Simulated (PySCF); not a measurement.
**C5H11OSi: g tensor and hyperfine couplings**

C₅H₁₁OSi (doublet state).
Structure used (GFN2-xTB), in Å, numbered top down from 1:
```xyz
18
C5H11OSi angstrom
O      2.7757   -0.2569   -0.8669
C      1.5588    0.4125   -1.1063
C      0.5925    0.3567    0.0706
C      0.2390   -1.1029    0.4793
C     -1.0717   -1.0730    1.1646
C     -2.1040   -0.3119    0.4457
Si    -1.1037    1.1997   -0.2199
H      3.1618    0.0919   -0.0555
H      1.1291   -0.0840   -1.9795
H      1.7502    1.4650   -1.3700
H      1.0881    0.8310    0.9270
H      0.1728   -1.6887   -0.4454
H      1.0202   -1.5492    1.0954
H     -1.1445   -1.2435    2.2241
H     -2.4739   -0.8658   -0.4225
H     -2.9608   -0.0681    1.0685
H     -1.2803    2.3935    0.6089
H     -1.3582    1.4999   -1.6298
```

The hyperfine couplings belong to this conformer and change with its torsions.

The species is `OC[C@@H]1C[CH]C[SiH2]1` [radical].

The calculation used UKS B3LYP, pcH-1 on C H O Si, non-relativistic, mean-field spin-orbit, GIAO in PySCF. Geometry: GFN2-xTB, one conformer, isolated molecule. A GFN2-xTB geometry isn't a minimum of the functional, and hyperfine couplings can be far from their values at a DFT geometry. Stability of the SCF solution: not tested.

- g1, g2, g3: 2.00190, 2.00275, 2.00286
- g_iso: 2.00251
- Form of g: close to axial: the two nearest values differ by 12 % of g3 − g1
- ⟨S²⟩: 0.7540 (exact 0.7500)
- α and β electrons: 32, 31
- HOMO–LUMO gap, α and β orbitals: 5.54, 5.86 eV

Isotropic coupling and dipolar principal values T1 to T3, in MHz:

```json
{"atom": "O1", "isotope": "17O", "a_iso": "-0.4", "of which spin–orbit": "0.0", "T1": "-0.5", "T2": "0.2", "T3": "0.3", "Mulliken spin population": "0.00"}
{"atom": "C2", "isotope": "13C", "a_iso": "0.0", "of which spin–orbit": "0.0", "T1": "-1.2", "T2": "-1.2", "T3": "2.4", "Mulliken spin population": "0.01"}
{"atom": "C3", "isotope": "13C", "a_iso": "54.4", "of which spin–orbit": "0.0", "T1": "-4.5", "T2": "-4.1", "T3": "8.6", "Mulliken spin population": "0.04"}
{"atom": "C4", "isotope": "13C", "a_iso": "-24.3", "of which spin–orbit": "0.0", "T1": "-1.7", "T2": "-0.8", "T3": "2.5", "Mulliken spin population": "-0.08"}
{"atom": "C5", "isotope": "13C", "a_iso": "112.2", "of which spin–orbit": "-0.1", "T1": "-76.8", "T2": "-76.5", "T3": "153.4", "Mulliken spin population": "0.98"}
{"atom": "C6", "isotope": "13C", "a_iso": "-31.1", "of which spin–orbit": "0.0", "T1": "-2.5", "T2": "-0.1", "T3": "2.7", "Mulliken spin population": "-0.08"}
{"atom": "Si7", "isotope": "29Si", "a_iso": "-98.8", "of which spin–orbit": "0.1", "T1": "-16.0", "T2": "7.4", "T3": "8.6", "Mulliken spin population": "0.06"}
{"atom": "H8", "isotope": "1H", "a_iso": "0.0", "of which spin–orbit": "0.0", "T1": "-0.9", "T2": "-0.7", "T3": "1.6", "Mulliken spin population": "0.00"}
{"atom": "H9", "isotope": "1H", "a_iso": "-0.6", "of which spin–orbit": "0.0", "T1": "-1.6", "T2": "-0.7", "T3": "2.3", "Mulliken spin population": "0.00"}
{"atom": "H10", "isotope": "1H", "a_iso": "5.3", "of which spin–orbit": "0.0", "T1": "-1.4", "T2": "-0.3", "T3": "1.7", "Mulliken spin population": "0.00"}
{"atom": "H11", "isotope": "1H", "a_iso": "-4.3", "of which spin–orbit": "0.0", "T1": "-3.8", "T2": "-2.4", "T3": "6.2", "Mulliken spin population": "0.00"}
{"atom": "H12", "isotope": "1H", "a_iso": "89.4", "of which spin–orbit": "0.0", "T1": "-5.0", "T2": "-4.3", "T3": "9.3", "Mulliken spin population": "0.04"}
{"atom": "H13", "isotope": "1H", "a_iso": "3.5", "of which spin–orbit": "0.0", "T1": "-5.1", "T2": "-3.6", "T3": "8.7", "Mulliken spin population": "0.00"}
{"atom": "H14", "isotope": "1H", "a_iso": "-58.0", "of which spin–orbit": "0.0", "T1": "-37.2", "T2": "0.3", "T3": "36.9", "Mulliken spin population": "-0.04"}
{"atom": "H15", "isotope": "1H", "a_iso": "124.2", "of which spin–orbit": "0.0", "T1": "-5.1", "T2": "-4.0", "T3": "9.1", "Mulliken spin population": "0.05"}
{"atom": "H16", "isotope": "1H", "a_iso": "4.1", "of which spin–orbit": "0.0", "T1": "-4.4", "T2": "-3.3", "T3": "7.8", "Mulliken spin population": "0.00"}
{"atom": "H17", "isotope": "1H", "a_iso": "-1.1", "of which spin–orbit": "0.0", "T1": "-1.8", "T2": "-1.5", "T3": "3.3", "Mulliken spin population": "0.00"}
{"atom": "H18", "isotope": "1H", "a_iso": "11.3", "of which spin–orbit": "0.0", "T1": "-1.8", "T2": "-1.0", "T3": "2.9", "Mulliken spin population": "0.01"}
```

Largest spin populations (Mulliken): C5 (+0.98), C6 (-0.08), C4 (-0.08) and Si7 (+0.06). No atom but C5 exceeds +0.15. The angles at C5 add up to 355.9°, so it is nearly planar; its axial dipolar tensor and the negative coupling of its proton fit spin in a p orbital normal to that plane.

Under fast tumbling the dipolar parts average out, and these isotropic splittings remain (the largest six): 1 × 1H (H15, I = 1/2, 2 lines) with 4.43 mT, 1 × 1H (H12, I = 1/2, 2 lines) with 3.19 mT, 1 × 1H (H14, I = 1/2, 2 lines) with 2.07 mT, 1 × 1H (H18, I = 1/2, 2 lines) with 0.40 mT, 1 × 1H (H10, I = 1/2, 2 lines) with 0.19 mT and 1 × 1H (H11, I = 1/2, 2 lines) with 0.15 mT.

The 13C coupling of C5 (112.2 MHz) shows only in satellite lines or after enrichment, since that isotope makes up about 1.07 % of natural carbon.

The 29Si coupling of Si7 (-98.8 MHz) shows only in satellite lines or after enrichment, since that isotope makes up about 4.7 % of natural silicon.

Examples of negative spin density at the nucleus (bohr⁻³): C6 (-0.0276), C4 (-0.0216) and H14 (-0.0130).
